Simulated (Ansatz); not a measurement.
`C=C=C(N)[SiH3]` + H₂ → `C=C=C[SiH3]` + NH₃ at 700 K and 1 bar (hydrogenolysis of a C–N bond).

Calculated with Ansatz (gas phase, PBE0-D4/def2-TZVP geometries, no zero-point term in ΔE). CCSD(T)/CBS is the MP2 limit (def2-TZVPP, def2-QZVPP) plus CCSD(T) − MP2 in def2-TZVPP, frozen cores. This one scheme is used for every species. Each species was taken in one conformer, which may not be the lowest.

```
         species  CCSD(T)/CBS energy (Eh)  H − E (kJ/mol)  S (J/(mol·K))
`C=C=C(N)[SiH3]`               -462.07716           316.9          470.0
              H₂                 -1.17544            46.8          155.3
   `C=C=C[SiH3]`               -406.77843           255.6          418.1
             NH₃                -56.50880           116.9          226.5
```

H − E and S are ideal-gas, rigid-rotor, harmonic terms from PBE0-D4/def2-TZVP, for one conformer and one mirror image of each species. The MP2-based limit puts H₂ 0.8 mEh under its directly extrapolated value; such offsets cancel only in part. 1 Eh = 2625.50 kJ/mol, R = 8.31446 J/(mol·K).

Problem. By hand: ΔE, ΔH, ΔS and ΔG.

Solution. ΔE = (-406.77843) + (-56.50880) − (-462.07716) − (-1.17544) = -0.03463 Eh = -90.9 kJ/mol. Δ(H − E) = 255.6 + 116.9 − 316.9 − 46.8 = 8.8, so ΔH = -82.1 kJ/mol. ΔS = 418.1 + 226.5 − 470.0 − 155.3 = 19.3 J/(mol·K). ΔG = -82.1 − 700 × (19.3)/1000 = -95.6 kJ/mol.

Problem. By hand: the equilibrium constant, and the temperature at which ΔG would vanish if ΔH and ΔS stayed fixed.

Solution. log₁₀ K = −ΔG/(RT ln 10) = 7.1. ΔH and −TΔS have one sign here, so there is no such temperature.

ΔH outweighs TΔS. A doubt of 5 kJ/mol in ΔE shifts log₁₀ K by 0.4 here. Other conformers and mirror images would add mixing entropy, several J/(mol·K) or more a flexible species. These are equilibria of isolated gas molecules and say nothing of rates. Largest T1 diagnostic: 0.013 (customary marks: 0.02 for closed shells, 0.045 for open ones).
